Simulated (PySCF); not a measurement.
C₂H₃F₂GeN.
Geometry (PBE0-D3(BJ)/def2-SVP, Å), atoms numbered from 1 in this order:
```xyz
9
C2H3F2GeN angstrom
C      2.0776    1.3948   -0.2927
C      1.2166    0.5891   -0.0028
Ge    -0.1434   -0.6291    0.4303
N     -1.6291   -0.3377   -0.5161
F      0.3667   -2.2513    0.1596
F     -0.4041   -0.6111    2.1403
H      2.8459    2.1035   -0.5499
H     -1.8684    0.6324   -0.6927
H     -2.4506   -0.8836   -0.2770
```

Lines to be assigned: C 1s: 291.20 (area 1), 291.48 (area 1) eV; N 1s: 405.63 eV; F 1s: 691.80 eV.

Computed with delta-SCF UKS SCAN, pcX-2 on the ionised atom, pcseg-1 elsewhere, spin-free X2C in PySCF. One conformer (not necessarily the lowest) at the PBE0-D3(BJ)/def2-SVP geometry, without solvent, vibrations or thermal averaging.

**Question.** Which carbon gives which C 1s line?

**Answer.** 291.20 eV: C2 (alkyne carbon); 291.48 eV: C1 (terminal alkyne carbon). Lowest listed C 1s: C2, bonded to C (triple bond) and Ge. Highest, 0.28 eV above it: C1, bonded to C (triple bond) and H.

Bonded neighbours of each site: C1: C (triple bond) and H; C2: C (triple bond) and Ge; N4: 2 H and Ge; F5/F6: Ge.

**Question.** Give the binding energy of C 1s of C2 in hartree and in kJ/mol.

**Answer.** 291.20 eV = 10.7014 Eh = 28097 kJ/mol.

Topologically equivalent atoms share the value of their first member; where this conformer doesn't relate them by symmetry, their own values could differ. The unrestricted hole states depart most from a pure doublet (⟨S²⟩ = 0.75; over 0.85 named) for C 1s of C1 (0.87) and C 1s of C2 (0.86), which makes these values less certain. No level of germanium is listed.

Time: 52 s of wall time. Hardware: one thread of an Arm Neoverse N1, shared host.
